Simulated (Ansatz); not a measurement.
A series at Sn: from `[NH2][Sn]([NH2])([NH2])[NH2]`, ligands are replaced one by one, each step taking up H–F and setting free NH₃; n counts the steps. Ansatz, PBE0-D4/def2-TZVP geometries. Each molecule was computed in one conformer, which needn't be the lowest.

```tsv
n	molecule	HOMO energy, ωB97M-V/def2-TZVPP (eV)
0	`[NH2][Sn]([NH2])([NH2])[NH2]`	-9.26
1	`[NH2][Sn]([NH2])([NH2])[F]`	?
2	`[NH2][Sn]([NH2])([F])[F]`	-10.74
3	`[NH2][Sn]([F])([F])[F]`	-11.53
4	`[F][Sn]([F])([F])[F]`	-14.97
```

By hand: fit a straight line y = ȳ + b (n − n̄) to the 4 given rows and predict n = 1.

n̄ = 2.250, ȳ = -11.625; Σ(n − n̄)(y − ȳ) = -11.325, Σ(n − n̄)² = 8.750, so b = -1.294 eV a step. Prediction: -11.625 + (-1.294) × (-1.250) = -10.01 eV.

By hand: compare with the computed value, -10.19 eV, and give the steps along the whole series.

The line misses by -0.18 eV (computed minus predicted). Steps: -0.93, -0.55, -0.79, -3.44 eV.

One step carries most of the change, so a line is a poor guide. The highest orbital can change its character along such a series. The miss is 3.2 % of the series' range.
